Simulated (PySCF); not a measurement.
# Energy of Cr²⁺ (chromium, charge +2) between two integer charges

The 3d alpha orbital of [Ar] 3d4 is emptied in steps (occupation f), with all orbitals relaxed, ending at [Ar] 3d3. All numbers are calculated (PySCF 2.14, the non-relativistic Hamiltonian (point nucleus), in def2-TZVPPD). The exact energy is a straight line in f; departures are measured from the line between the end points of the same method.

| f | UHF (eV) | LDA (eV) | PBE (eV) |
| --- | --- | --- | --- |
| 1 | 0.000 | 0.000 | 0.000 |
| 0.75 | 0.376 | -1.521 | -1.479 |
| 0.5 | 0.482 | -2.054 | -1.993 |
| 0.25 | 0.348 | -1.558 | -1.510 |
| 0 | 0.000 | 0.000 | 0.000 |

Question: For LDA, how does the orbital energy at f = 1 compare with the removal energy?

Answer: −ε = 24.078 eV against a total-energy difference of 32.080 eV. By Janak's theorem ε = ∂E/∂f, so the gap between them reflects the curvature. Along the path −ε is 27.945 (f = 0.75), 31.981 (f = 0.5), 36.166 (f = 0.25) eV.

```
method  E(f=0) − E(f=1) (eV)  −ε at f=1 (eV)  −ε at f=0.5 (eV)
   UHF                29.875          31.966            29.801
   LDA                32.080          24.078            31.981
   PBE                31.661          23.867            31.580
```

Reference removal energy between the ground levels: 30.959 ± 0.025 eV (measured; NIST Atomic Spectra Database, ionization energies). The calculation has no spin-orbit coupling. The determinant left behind need not be the lowest term of the ion. UHF lacks correlation.
